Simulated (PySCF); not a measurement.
Excitation energy of Tc²⁺ by level of theory

Tc²⁺ [Kr] 4d5 (6S) → Tc²⁺ [Kr] 4d4 5s1 (6D), as a difference of total energies. Computed with PySCF 2.14 in aug-cc-pVTZ-DK (9s8p6d3f2g, 102 functions), with the spin-free X2C one-electron Hamiltonian (Gaussian nucleus). Correlated levels: valence: [Kr] frozen. The calculations carry no spin-orbit coupling.

```
           method  excitation energy (eV)
              UHF                   5.657
    MP2 (valence)                   5.809
SCS-MP2 (valence)                   5.708
   CCSD (valence)                   5.799
CCSD(T) (valence)                   5.797
```

How much does correlation contribute at CCSD(T) (valence)?

5.797 − (5.657) = 0.140 eV, measured against UHF.

A first-order spin-orbit estimate (lowest level to lowest level, LS coupling) adds -0.177 eV.
